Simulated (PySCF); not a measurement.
NMR data simulated for an unnamed compound:

¹H NMR (600 MHz, computed): δ 6.99 (m, 1H), 6.27 (m, 1H), 5.04 (m, 1H).

¹³C{¹H} NMR (computed): δ 180.5 (C), 154.9 (CH), 128.9 (CH), 119.0 (CH).

PySCF 2.14 calculation with GIAO PBE0/pcSseg-1 shieldings and GFN2-xTB geometry; non-relativistic Hamiltonian, isolated molecule, one computed conformer.

Referencing at the same level of theory: ¹H, ¹³C vs TMS.

Which of these does the molecule contain: a non-aromatic C=C double bond, a three-membered ring, a CF3 group, an S-methyl group?

Results:


- A non-aromatic C=C double bond: yes.
- A three-membered ring: no.
- A CF3 group: no.
- An S-methyl group: no.

The data belong to `FC1=CC=C[Si@]1(F)Cl`, C4H3ClF2Si; they needn't prove each group on their own.

Carbon signals by region: 1 in the far downfield region (above 160 ppm), 3 in the sp2 and nitrile region (100–160 ppm). Above 160 ppm: 180.5, fully substituted alkene carbon.

Splittings by ¹⁹F in the carbon and heteronuclear signals aren't shown, as no couplings were computed. Shifts are as computed. Against solution values, carbons near 30 ppm lie about +3 ppm off and those near 130 ppm about +5 ppm. Of 1211 compounds with measured shifts, 218 miss one by over three times the rms of a fit or turn the order of signals round; such compounds aren't used in these exercises. No couplings were computed; multiplicities are counted from neighbouring protons, with m where these are inequivalent, close in shift, in a saturated or five-membered ring or joined by F or P, and br s for small geminal =CH2 splittings.
